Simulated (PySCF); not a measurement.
CH4FGaO2, singlet, at a GFN2-xTB geometry (such geometries of metal compounds can be far from the true shape). Base run: PBE/6-31G run with PySCF.

PySCF was given this input:
```python
from pyscf import gto, scf, dft, solvent

mol = gto.M(
    atom='''
Ga    0.04524039    0.29266535    0.19286742
F     0.95387973    1.77554827    0.30664680
O    -1.14733222   -0.04658483    1.41825535
H    -1.26037591    0.60042947    2.11541022
O     0.39251717   -0.77019221   -1.15770158
C    -0.24669131   -2.01613417   -1.41119949
H    -0.72302975   -1.96045530   -2.39259076
H     0.51816791   -2.79593876   -1.41593644
H    -1.00346352   -2.26557441   -0.66282754
''',
    basis='6-31g',
    verbose=3,
)

mf = dft.RKS(mol)
mf.xc = 'pbe'
mf.kernel()
```

Variants of this job, named by their change:

```tsv
change	ΔE vs base (kJ/mol)	dipole (D)	HOMO-LUMO gap (eV)
base	0.00	2.14	4.20
model = C-PCM; solvent = dichloromethane	-39.4	2.47	4.31
model = IEF-PCM; solvent = acetonitrile	-42.8	2.51	4.31
model = IEF-PCM; solvent = tetrahydrofuran	-35.8	2.45	4.29
model = IEF-PCM; solvent = dichloromethane; r_probe = 0.5	-13.43	2.33	4.24
model = IEF-PCM; solvent = dimethylsulfoxide	-43.3	2.51	4.32
model = IEF-PCM; solvent = water	-43.9	2.51	4.32
model = SS(V)PE; solvent = dichloromethane	-37.0	2.45	4.29
model = IEF-PCM; solvent = dichloromethane; lebedev_order = 11	…	2.45	4.28
model = COSMO; solvent = dichloromethane	-37.2	2.45	4.30
model = IEF-PCM; solvent = dichloromethane; lebedev_order = 41	…	…	4.30
model = ddCOSMO; solvent = dichloromethane	…	…	4.28
```

**Question.** What belongs in the gaps?

**Answer.** 
- model = IEF-PCM; solvent = dichloromethane; lebedev_order = 11, ΔE vs base (kJ/mol): -36.4
- model = IEF-PCM; solvent = dichloromethane; lebedev_order = 41, ΔE vs base (kJ/mol): -37.3
- model = IEF-PCM; solvent = dichloromethane; lebedev_order = 41, dipole (D): 2.46
- model = ddCOSMO; solvent = dichloromethane, ΔE vs base (kJ/mol): -27.9
- model = ddCOSMO; solvent = dichloromethane, dipole (D): 2.41

The base is the gas phase, so ΔE is the electrostatic part of solvation at a fixed geometry, without cavity and dispersion terms.
